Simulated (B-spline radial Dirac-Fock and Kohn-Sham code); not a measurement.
Model: Dirac-Fock (average of configuration) total-energy differences with a finite nucleus, the Breit interaction including its frequency dependence, and self-energy and vacuum-polarisation corrections. Program: a B-spline atomic structure program. Free neutral atoms up to Cf, the lines Kα1, Kβ1, Lα1, Lβ1, Lβ2, Lγ1, Lℓ and Mα1 where both subshells are closed (so no Lα of most 3d metals and no Mα of most lanthanides); Na, Y were not searched.

Q: Nd Lβ1 is computed at 5722.3 eV. Which of the searched lines of other elements lie within 74 eV and could overlap it in an energy-dispersive spectrum?

A: Dy Lℓ at 5740.2 eV (+18); La Lγ1 at 5789.6 eV (+67).
